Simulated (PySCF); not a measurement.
# Correlation energy of Ca¹⁷⁺ (calcium, charge +17)

[He] 2s1, 2S determinant. All numbers are calculated (PySCF 2.14, no relativity, point nucleus, in an uncontracted even-tempered set (17 s from 3.1 bohr⁻², ratio 2.2; 9 p from 4.8 bohr⁻², ratio 2.4; 6 d from 14 bohr⁻², ratio 2.4; 5 f from 22 bohr⁻², ratio 2.4; 4 g from 33 bohr⁻², ratio 2.4)). Frozen: nothing; 3 electrons correlated; the 11 highest virtual orbitals of each spin left out.

MP2 pair energies summed by pair of shells (mhartree):

```tsv
pair	energy	share (%)
1s-1s	-42.74	84.3
1s-2s	-7.95	15.7
```

Total MP2 correlation energy: -50.68 mhartree.

Same-spin part -1.88 and opposite-spin part -48.80 mhartree; SCS-MP2 scales them by 1/3 and 6/5 to -59.19 mhartree.
